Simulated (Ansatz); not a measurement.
Q: Predict a relaxed structure of SnMe2(pyrrolidide)2 (C10H22N2Sn), charge 0, singlet, at r2SCAN-D4/def2-SVP (Ansatz).

A: 
Cartesian coordinates in Å:
```
Sn 0.778 1.014 -0.113
C 1.388 2.233 1.546
H 2.459 2.473 1.485
H 1.196 1.690 2.482
H 0.812 3.170 1.546
C 1.567 1.554 -2.048
H 1.093 2.486 -2.390
H 1.359 0.757 -2.777
H 2.655 1.706 -1.988
N -1.255 1.146 -0.285
C -2.136 0.863 0.836
C -3.520 1.333 0.335
C -3.411 1.267 -1.210
C -1.989 0.727 -1.466
H -1.807 1.388 1.749
H -2.180 -0.224 1.082
H -3.716 2.365 0.664
H -4.332 0.703 0.731
H -4.182 0.625 -1.666
H -3.518 2.272 -1.647
H -2.034 -0.383 -1.576
H -1.534 1.127 -2.389
N 1.219 -0.925 0.438
C 0.734 -2.047 -0.349
C 1.172 -3.282 0.470
C 2.367 -2.776 1.316
C 2.552 -1.312 0.868
H 1.198 -2.099 -1.365
H -0.358 -1.990 -0.493
H 1.442 -4.127 -0.183
H 0.351 -3.619 1.122
H 2.122 -2.811 2.389
H 3.282 -3.372 1.165
H 2.922 -0.658 1.677
H 3.306 -1.275 0.043
```
 This is one stationary point.

In the def2 sets Sn takes a core potential; there is no spin–orbit coupling.
